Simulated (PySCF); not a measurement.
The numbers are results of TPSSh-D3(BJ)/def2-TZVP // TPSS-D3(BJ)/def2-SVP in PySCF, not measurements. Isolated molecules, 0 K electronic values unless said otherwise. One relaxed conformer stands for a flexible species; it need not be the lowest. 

Reference species: [Mo(NH2)6] (neutral, multiplicity 1).

```yaml
LUMO: -2.03 eV
HOMO–LUMO gap: 3.59 eV
coordination_number: 6
mean_distance_from_the_central_atom_to_its_bonded_neighbours: 2.005 Å
```

After one change: the LUMO falls by 1.56 eV; the HOMO–LUMO gap falls by 0.15 eV; the coordination number is nearly the same; the mean distance from the central atom to its bonded neighbours drops by 0.066 Å.

Question: Which change was made? The new species is one of these.
(A) [Mo(OH)5(NH2)]
(B) [Mo(OH)6]
(C) [Mo(OH)3(NH2)3]
(D) [Mo(OH)(NH2)5]

Answer: A, [Mo(OH)5(NH2)]
